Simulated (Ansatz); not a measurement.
Mulliken charges of C2H3F3Te, SMILES `C[Te]C(F)(F)F` from r2SCAN/def2-TZVPP in Ansatz (PBE0-D4/def2-TZVP geometry).

```tsv
atom	x (Å)	y (Å)	z (Å)	charge (e)
C1	-0.344	-1.258	0.896	-0.374
Te2	1.452	-0.449	0.077	0.095
C3	0.387	1.188	-0.863	0.402
F4	-0.526	0.764	-1.743	-0.163
F5	1.253	1.966	-1.517	-0.161
F6	-0.259	1.952	0.023	-0.163
H7	-0.056	-2.149	1.452	0.112
H8	-1.022	-1.529	0.090	0.126
H9	-0.797	-0.533	1.568	0.126
```

Problem. By hand: the dipole of these point charges (1 e Å = 4.8032 D).

Solution. Σ q r = (0.113, -0.354, 0.221) e Å, of length 0.432 e Å = 2.07 D.

Problem. How does the dipole of the full density compare? (Best estimate.)

Solution. Ansatz gave: (-0.076, -0.365, 0.257) e Å, 2.18 D; the point charges give 0.95 times that, at 25° from its direction.

Point charges leave out the atoms' own dipoles, such as those of lone pairs, and Mulliken's split depends on the basis, so the two needn't agree.
